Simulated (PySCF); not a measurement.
H4OSe2Si, SMILES [SiH3]O[Se][SeH]. Atoms are numbered in the order given.

```xyz
8

Se    -0.4235     0.3513     0.8581
Se     1.1397     1.0468    -0.6802
H      2.3323     0.8751     0.1759
O     -0.4396    -1.4514     0.6578
Si    -1.3190    -2.1271    -0.6123
H     -2.7646    -1.7679    -0.5024
H     -1.1386    -3.5996    -0.4851
H     -0.7955    -1.6534    -1.9280
```
Charge 0, spin multiplicity 1.

The structure is a stationary point at PBE0-D3(BJ)/def2-SVP. Other conformers were not sampled.

These are PBE/def2-TZVP (PySCF) values and carry that method's errors.

Computed frontier levels, gap, dipole moment and polarisability:
```yaml
highest_occupied_level: -5.70 eV
lowest_empty_level: -2.39 eV
orbital_gap: 3.31 eV
dipole_moment: 0.69 D
quadrupole, principal values (traceless, Buckingham form, about the centre of nuclear charge): -4.84, 0.08, 4.76 D·Å
mean_static_polarisability: 85.4 bohr³ (12.65 Å³)
polarisability_principal_values: 65.1, 77.9, 113.1 bohr³
```
